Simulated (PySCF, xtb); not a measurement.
C₄H₂BrF, SMILES C#C/C=C(\F)Br.

Harmonic wavenumbers (cm⁻¹) from GFN2-xTB (xtb) at its own minimum, in rising order: 110, 116, 252, 308, 365, 375, 471, 637, 644, 758, 804, 990, 1056, 1244, 1652, 2250, 3087, 3399.

### Question
What does PBE0-D3(BJ)/def2-SVP (PySCF 2.14.0) give at its own minimum? (An estimate is asked for; the answer gives what the named calculation found.)

### Answer
125, 127, 285, 358, 429, 437, 583, 663, 718, 827, 839, 1033, 1123, 1351, 1729, 2236, 3224, 3489. Paired by order, the mean absolute difference is 60 cm⁻¹ and the zero-point energies are 26.5 and 28.0 kcal/mol.
